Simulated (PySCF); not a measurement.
CH₃F₂InS, SMILES [In]([S]C)([F])[F]. Atoms are numbered in the order given.

```xyz
8

In     0.0230    -0.5161     0.0000
F      0.8255    -2.2851     0.0000
F     -1.9382    -0.5075     0.0000
S      0.9576     1.6494     0.0000
C     -0.6128     2.6032     0.0000
H     -1.4913     1.9445     0.0000
H     -0.6328     3.2353    -0.8974
H     -0.6328     3.2353     0.8974
```

The structure is a stationary point at PBE0-D3(BJ)/def2-SVP. The structure was generated by enumeration; whether it is a known compound was not checked. The def2 effective core potentials stand for the cores of In; spin–orbit coupling is left out. Other conformers were not sampled.

Method: PBE/def2-TZVP in PySCF.

ESP charges are fitted to the potential on shells at 1.4 to 2.0 van der Waals radii. Atomic charges (e):

```csv
atom,ESP fit,Mulliken,Löwdin
In1,0.91,___,0.22
F2,-0.38,-0.41,-0.21
F3,-0.39,-0.44,-0.23
S4,-0.28,___,0.35
C5,-0.14,-0.34,-0.49
H6,0.05,___,0.13
H7,0.12,___,0.12
H8,0.12,___,0.12
```

Q: Fill in the missing entries. (Estimate from the structure and the level; the computed values follow.)

A: 
- In1, Mulliken: 0.93
- S4, Mulliken: -0.22
- H6, Mulliken: 0.17
- H7, Mulliken: 0.15
- H8, Mulliken: 0.15
